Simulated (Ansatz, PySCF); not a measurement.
H3InOS2, SMILES [OH][In]([SH])[SH]. Atoms are numbered in the order given.

```xyz
7

In     0.1962    -0.1404    -0.0235
O      1.8721    -1.2222    -0.2254
H      2.2635    -1.4649     0.6255
S     -0.6860     0.4508     2.1567
H      0.3110    -0.1852     2.8171
S     -0.8679     0.5234    -2.0800
H     -1.8638     1.1712    -1.4292
```

The structure is a stationary point at B3LYP-D3(BJ)/def2-SVP. The def2 effective core potentials stand for the cores of In; spin–orbit coupling is left out. One conformer was computed; it need not be the lowest.

Two levels are set side by side: PBE-D3(BJ)/def2-SVP (Ansatz, a first-principles code) and B3LYP-D3(BJ)/def2-SVP (Ansatz). Each level has its own optimised geometry; the coordinates shown are those of the second. Frequencies come from the Hessian of PySCF at each geometry. Differences are taken from unrounded values.

| quantity | B3LYP-D3(BJ) |
|---|---|
| mean bond length (Å) | 1.753 |
| bond In1–O2 (Å) | 2.005 |
| bond In1–S4 (Å) | 2.425 |
| bond In1–S6 (Å) | 2.409 |
| bond O2–H3 (Å) | 0.968 |
| bond S4–H5 (Å) | 1.355 |
| bond S6–H7 (Å) | 1.355 |
| highest harmonic wavenumber (cm⁻¹) | 3823 |
| mean harmonic wavenumber (cm⁻¹) | 895 |
| zero-point energy (kcal/mol) | 19.19 |

Q: What does PBE-D3(BJ) give, and how far is it from B3LYP-D3(BJ)? (Estimate from the structure and the level; the computed values follow.)

A: 
```
quantity                            PBE-D3(BJ)  PBE-D3(BJ) minus B3LYP-D3(BJ)
----------------------------------  ----------  -----------------------------
mean bond length (Å)                     1.761                          0.009
bond In1–O2 (Å)                          2.020                          0.015
bond In1–S4 (Å)                          2.430                          0.005
bond In1–S6 (Å)                          2.413                          0.004
bond O2–H3 (Å)                           0.977                          0.010
bond S4–H5 (Å)                           1.364                          0.009
bond S6–H7 (Å)                           1.364                          0.009
highest harmonic wavenumber (cm⁻¹)        3707                           -117
mean harmonic wavenumber (cm⁻¹)            872                            -23
zero-point energy (kcal/mol)             18.70                          -0.49
```

Exact exchange shortens and stiffens bonds; PBE has none. Differences between two approximate levels are no errors against the true value.
